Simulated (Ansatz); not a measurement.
Cost and result for the atomization energy of `C[SiH2]C[SiH2]F` (14 atoms, 13 bonds).

```xyz
14

C    -1.607   -1.174   -1.389
Si   -0.034   -0.268   -0.943
C    -0.021    0.224    0.870
Si    1.496    1.127    1.426
F     1.378    1.487    2.986
H    -1.605   -1.455   -2.445
H    -2.482   -0.547   -1.207
H    -1.712   -2.085   -0.796
H     0.101    0.957   -1.779
H     1.147   -1.134   -1.219
H    -0.132   -0.683    1.476
H    -0.896    0.855    1.064
H     1.657    2.407    0.693
H     2.709    0.288    1.263
```

Total charge 0; spin multiplicity 1. The structure was optimised at the PBE0-D4/def2-TZVP level. It is one conformer, not always the lowest. Program: Ansatz. All runs use 4 threads of an Intel Xeon Platinum 8488C on a shared host. Times are those of one run each, without the atoms' runs, and a repeat can differ threefold. Electronic energies, without spin–orbit coupling; frozen cores. CCSD(T)/CBS adds CCSD(T) − MP2 in def2-TZVPP to the MP2 limit, and its time is that of the two runs behind it. T1 = 0.011.

CCSD(T)/CBS is a level of theory with its own doubt, some kJ/mol a heavy atom from the limit and from the frozen cores, so smaller differences don't rank the functionals.

| level | functions | wall time | atomization (kcal/mol) | difference from CCSD(T)/CBS | per bond |
| --- | --- | --- | --- | --- | --- |
| revPBE-D4/def2-TZVPP | 303 | 2.5 s | 1182.8 | -23.1 | -1.8 |
| PBE-D4/def2-TZVPP (with forces) | 303 | 2.9 s | 1204.3 | -1.6 | -0.1 |
| PBE0-D4/def2-TZVPP | 303 | 3.4 s | 1196.5 | -9.4 | -0.7 |
| CAM-B3LYP-D4/def2-TZVPP | 303 | 4.2 s | 1208.2 | 2.3 | 0.2 |
| r2SCAN-D4/def2-TZVPP (with forces) | 303 | 4.6 s | 1204.2 | -1.7 | -0.1 |
| B2PLYP/def2-TZVPP | 303 | 6.5 s | 1189.8 | -16.1 | -1.2 |
| PBE-QIDH/def2-TZVPP | 303 | 6.5 s | 1194.9 | -11.0 | -0.8 |
| CCSD(T)/def2-SVP | 123 | 7 s | 1134.7 | -71.2 | -5.5 |
| B97M-V/def2-TZVPP | 303 | 7.5 s | 1206.7 | 0.8 | 0.1 |
| ωB97X-V/def2-TZVPP | 303 | 7.5 s | 1208.5 | 2.6 | 0.2 |
| MP2/def2-QZVPP | 581 | 27 s | 1202.1 | -3.8 | -0.3 |
| CCSD(T)/def2-TZVPP | 303 | 6.8 min | 1177.6 | -28.3 | -2.2 |
| CCSD(T)/CBS(def2) | – | 7.2 min | 1205.9 | 0.0 | 0.0 |

From BLYP to BHLYP (50 % exact exchange), in def2-TZVPP and without D4, the atomization energy moves by −1.5 kcal/mol: exact exchange takes away binding that semilocal exchange gives to molecules. Leaving LDA and LC-ωPBE aside and taking each functional with its dispersion term where it has one, the values spread over 25.7 kcal/mol, from revPBE-D4 to ωB97X-V. LDA lies +141.8 kcal/mol from PBE without D4, its usual overbinding. At CCSD(T), def2-SVP lies −71.2 kcal/mol from the extrapolated value and def2-TZVPP −28.3 kcal/mol: correlation converges slowly with the basis, and small sets miss more of it in the bonded molecule than in its fragments.
